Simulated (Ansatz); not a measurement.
Calculated with Ansatz (gas phase, PBE0-D4/def2-TZVP geometries, no zero-point term in ΔE). CBS: MP2 limit from def2 TZ/QZ plus the TZ coupled-cluster correction, frozen cores. DFT in def2-TZVPP. For Ge outer-core shells are correlated without core-valence functions, which leaves a few kJ/mol of doubt a bond. Scalar relativity is left out up to krypton. Each species was taken in one conformer, which may not be the lowest.

Consider the formal exchange of groups at the Si–H bond: `[SiH3][SiH2][GeH2][SiH2][GeH3]` + `FC([SiH3])SS` → `[SiH3][SiH2][SiH2][GeH2][SiH2][GeH3]` + `FCSS`.

```json
{"level": "PBE0-D4", "ΔE (kJ/mol)": "-37.4"}
{"level": "CCSD/def2-TZVPP", "ΔE (kJ/mol)": "-29.0"}
```

Q: What does CCSD(T)/CBS give? (Best estimate.)

A: Computed: -27.9 kJ/mol. The listed levels differ from it by -9.5, -1.1 kJ/mol.

Largest T1 diagnostic among the species: 0.013.
